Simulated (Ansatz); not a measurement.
Ansatz (a program for electronic structure) input (CCSD(T)/aug-cc-pV(D+d)Z):
A basis named .json is the Basis Set Exchange file of that set.

Ansatz 0.2 input:
```yaml
crystal:
  periodic: [false, false, false]
  atoms:
    - {symbol: Al, position_ang: [-0.00000000, -0.00000000, 0.00000000]}
    - {symbol: H, position_ang: [1.18628562, -0.23122513, 1.10967411]}
    - {symbol: H, position_ang: [-1.18184267, 0.93461622, 0.64950418]}
    - {symbol: H, position_ang: [-0.62889981, -1.45058930, -0.43862396]}
    - {symbol: H, position_ang: [0.62445686, 0.74719821, -1.32055432]}
basis:
  gaussian:
    orbitals: aug-cc-pV_D+d_Z.json
total_charge: -1
magnetization: {spin_polarized: false}
correlation: {method: ccsd_t, electrons: outside_noble_gas}
output: {forces: true}
```

Output:

```
Functional definition: HF
integrals: 0.04 GiB planned
674 factors; integrals over basis functions are off by at most 4.9e-4 eV
mean field: 0.12 GiB planned
mean field evaluation 1: about -6645.5219 eV, gradient 9.6e0 eV
mean field evaluation 2: about -6645.5220 eV, gradient 9.6e0 eV
mean field evaluation 4: about -6646.0981 eV, gradient 3.4e-1 eV
mean field evaluation 8: about -6646.0993 eV, gradient 3.4e-5 eV
mean field evaluation 16: about -6646.0993 eV, gradient 1.0e-6 eV
mean field -6646.09925174 eV, -244.2396426135 hartree, gradient 1.0e-6 eV, S^2 0.000000; 0 other end points of the search recorded, 0 dependent functions left out
5 core orbitals not correlated
reference -6646.09925174 eV, -244.2396426135 hartree; 4, 4 occupied and 59, 59 virtual orbitals, 674 factors
densities: 0.18 GiB planned
second order -3.07340351 eV of doubles, -0.00000000 eV of singles
coupled cluster: 0.15 GiB planned
cycle   1  -3.73130786 eV  change   -6.6e-1 eV  update   6.1e-2
cycle   2  -3.97368670 eV  change   -2.4e-1 eV  update   2.0e-2
cycle   3  -3.97749896 eV  change   -3.8e-3 eV  update   4.7e-3
cycle   4  -3.97644722 eV  change    1.1e-3 eV  update   1.8e-3
cycle   5  -3.97619933 eV  change    2.5e-4 eV  update   5.9e-4
cycle   6  -3.97613659 eV  change    6.3e-5 eV  update   1.6e-4
cycle   7  -3.97614605 eV  change   -9.5e-6 eV  update   4.8e-5
cycle   8  -3.97616168 eV  change   -1.6e-5 eV  update   1.4e-5
cycle   9  -3.97616439 eV  change   -2.7e-6 eV  update   4.4e-6
perturbative correction -0.06394849 eV, -0.0023500636 hartree
the calculation of the forces begins
Total energy: -6650.13936462 eV, -244.3881140234 hartree
Atom 0 at    -0.000000    -0.000000     0.000000 Å, force    -0.000000     0.000000     0.000000 eV/Å
Atom 1 at     1.186286    -0.231225     1.109674 Å, force     0.053330    -0.010395     0.049886 eV/Å
Atom 2 at    -1.181843     0.934616     0.649504 Å, force    -0.053131     0.042016     0.029199 eV/Å
Atom 3 at    -0.628900    -1.450589    -0.438624 Å, force    -0.028273    -0.065212    -0.019719 eV/Å
Atom 4 at     0.624457     0.747198    -1.320554 Å, force     0.028073     0.033591    -0.059366 eV/Å
Dipole moment:     0.000000    -0.000000    -0.000000 e Å
```
